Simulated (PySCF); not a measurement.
## Electron correlation in C⁺ (carbon, charge +1)

[He] 2s2 3d1, 2D determinant (an excited configuration). Computed with PySCF 2.14 in aug-cc-pCVTZ-DK (7s6p4d2f, 59 functions), with the spin-free X2C one-electron Hamiltonian (Gaussian nucleus). Frozen: nothing; 5 electrons correlated.

| level | correlation energy (mhartree) |
| --- | --- |
| CCSD | -122.32 |
| (T) | -1.92 |
| CCSD(T) | -124.24 |

Diagnostics: T1 = 0.0062, D1 = 0.0141, largest double amplitude 0.152.

The outer electron is Rydberg-like, and this basis confines it to a smaller radius and binds it less than a complete one would. A double-excitation amplitude exceeds 0.15, a sign of near-degeneracy.

Cost of the coupled-cluster step: roughly 5 core-seconds, for 5 correlated electrons.
